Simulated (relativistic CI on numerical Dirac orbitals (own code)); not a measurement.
**Mn2+ in a cubic cluster: L2,3 absorption with charge transfer**

Computed with a charge-transfer multiplet model of a cubic metal-ligand cluster with up to 2 ligand holes, Slater and spin-orbit integrals from Dirac-Coulomb-Breit ions, Slater integrals scaled by 0.8. The ground state mixes d5 with configurations of k ligand holes L, whose averages lie at kΔ + k(k − 1)U_dd/2; a core hole lowers each added d electron by U_cd. 300 K, Lorentzian 0.4 eV and Gaussian 0.3 eV FWHM.

Atomic integrals in eV (Slater integrals scaled, ζ unscaled), ground: F2dd 8.204, F4dd 5.095, zeta_d 0.037; with the core hole: F2dd 8.873, F4dd 5.517, zeta_d 0.052, zeta_core 6.792, F2cd 5.084, G1cd 3.747, G3cd 2.127.

Cluster parameters (eV): Δ = 6.9, U_dd = 5.2, U_cd = 6.4, 10Dq = 0.75, 10Dq(ligand) = 0.5, final-state hopping factor = 0.8.

Weights, n_d and S are thermal averages at 300 K. Photon energies count from the first peak over 30 % of the highest in each spectrum, which can be another peak from case to case. The parameters are a model scan and need not match a compound or its usual spin state. Peaks in eV (height, largest 100): -1.2 (23), 0.0 (100), 3.2 (11), 9.8 (14), 12.0 (20).

Problem. Which parameters give this spectrum?
A. V(eg) = 1.95 eV, V(t2g) = -0.98 eV
B. V(eg) = 3.45 eV, V(t2g) = -1.73 eV
C. V(eg) = 2.85 eV, V(t2g) = -1.43 eV

Solution. A. V(eg) = 1.95 eV, V(t2g) = -0.98 eV; the ground state then has 5.11 d electrons and S = 2.50. The choice follows from running the model for each set and comparing peak positions and heights.
